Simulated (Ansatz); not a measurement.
```yaml
crystal:
  periodic: [true, true, true]
  atoms:
    - {symbol: N, position_ang: [0.155288, 0.245104, 1.000488]}
    - {symbol: Si, position_ang: [-0.089244, -0.235899, -0.462207]}
    - {symbol: Br, position_ang: [0.434861, -2.399034, -0.415729]}
    - {symbol: Br, position_ang: [-2.306399, 0.122778, -0.962769]}
    - {symbol: Br, position_ang: [1.016856, 0.856591, -2.048896]}
    - {symbol: H, position_ang: [1.049335, 0.165472, 1.630169]}
    - {symbol: H, position_ang: [-0.273784, 1.210044, 1.232608]}
basis:
  gaussian: {orbitals: 6-31G, nuclear_model: gaussian}
magnetization: {spin_polarized: true, initial_magnetization: 0}
hamiltonian: {xc: {name: r2SCAN50}}
output: {forces: true}
```

```sh
$ ansatz run in.yaml --threads 4 --pin off --events-out ev --progress --plain --max-ram 11315MiB
```

Output, abridged:

```
Error: YAML parse error: error: line 2 column 3: crystal: missing field `lattice` (a structure is typed as `lattice` and `atoms`, a molecule's as `atoms` in Å alone, or read from a run's directory, `checkpoint`)
 --> <input>:2:3
1 | crystal:
2 |   periodic: [true, true, true]
3 |   atoms:
4 |     - {symbol: N, position_ang: [0.155288, 0.245104, 1.000488]}
```

**Question.** Something in this input is off. What?

**Answer.** The molecule is marked periodic without a cell. The input was rejected before any iteration.
